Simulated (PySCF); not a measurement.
C3H9InS2, SMILES [S](C)[In]([S]C)[CH3].

The structure is a stationary point at B3LYP-D3(BJ)/def2-SVP. The def2 effective core potentials stand for the cores of In; spin–orbit coupling is left out. Other conformers were not sampled.

The numbers are results of B3LYP-D3(BJ)/def2-SVP in PySCF, not measurements.

Frequencies are harmonic and unscaled.

Computed harmonic wavenumbers and intensities:
```csv
mode,ν (cm⁻¹),IR (km/mol),moving atoms (share of kinetic energy)
1,14,0.1,H 99 %
2,40,0.3,"H 47 %, C 28 %, S 20 %"
3,61,2.6,"C 44 %, S 25 %, H 16 %, In 15 %"
4,64,2.9,"H 53 %, C 29 %, S 17 %"
5,68,0.1,"H 63 %, C 28 %, In 8 %"
6,78,2.4,"C 62 %, H 27 %"
7,94,0.0,"H 67 %, S 20 %, C 13 %"
8,112,6.4,"S 34 %, H 26 %, In 26 %, C 15 %"
9,162,1.9,"C 48 %, S 22 %, H 21 %, In 8 %"
10,190,2.7,"C 41 %, S 26 %, H 18 %, In 16 %"
11,326,13.7,"S 82 %, In 9 %"
12,350,53.6,"S 73 %, In 24 %"
13,491,24.0,"C 68 %, H 17 %, In 14 %"
14,694,3.7,"C 60 %, S 31 %, H 9 %"
15,697,3.6,"C 59 %, S 32 %, H 9 %"
16,700,16.9,"H 85 %, C 14 %"
17,723,57.4,"H 84 %, C 15 %"
18,952,4.5,"H 84 %, C 14 %"
19,959,4.1,"H 84 %, C 14 %"
20,963,4.9,"H 82 %, C 16 %"
21,970,8.9,"H 82 %, C 16 %"
22,1176,2.3,"H 83 %, C 17 %"
23,1334,20.2,"H 87 %, C 13 %"
24,1337,22.4,"H 87 %, C 13 %"
25,1429,0.7,H 95 %
26,1432,2.5,H 95 %
27,1452,6.4,H 95 %
28,1456,15.2,H 95 %
29,1456,8.3,H 95 %
30,1457,9.2,H 95 %
31,3041,32.6,H 98 %
32,3046,13.1,H 98 %
33,3047,15.4,H 98 %
34,3141,7.9,"H 90 %, C 10 %"
35,3142,3.2,"H 90 %, C 10 %"
36,3149,2.7,"H 90 %, C 10 %"
37,3151,3.2,"H 90 %, C 10 %"
38,3152,3.6,"H 90 %, C 10 %"
39,3165,1.7,"H 90 %, C 10 %"
```
